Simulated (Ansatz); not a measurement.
`[NH2][SnH3]`, relaxed with RKS PBE0-D4/def2-TZVP in Ansatz from a PBE-D4/def2-SVP geometry. The force threshold is 0.005 eV/Å; the program also tests the step.

Charge 0, multiplicity 1. Sn: def2 effective core potential.

Start:

```xyz
7

N    -0.876    0.485   -0.870
Sn    0.411   -0.159    0.627
H    -0.341    0.888   -1.652
H    -1.390   -0.313   -1.269
H     1.227    1.263    1.168
H    -0.609   -0.808    1.859
H     1.577   -1.356    0.137
```

```
step  energy (eV)  largest force (eV/Å)  largest move (Å)
   1   -7401.3936                 0.710             0.000
   2   -7401.4229                 0.249             0.089
   3   -7401.4313                 0.115             0.033
   4   -7401.4326                 0.054             0.020
   5   -7401.4328                 0.010             0.006
   6   -7401.4328                 0.001             0.001
```

End:

```xyz
7

N    -0.835    0.453   -0.865
Sn    0.405   -0.151    0.628
H    -0.342    0.883   -1.637
H    -1.389   -0.302   -1.248
H     1.216    1.251    1.157
H    -0.604   -0.804    1.837
H     1.549   -1.330    0.129
```

Hardware: 2 threads of a server CPU on a shared host. Wall time 12 s, peak host memory 0.19 GiB.
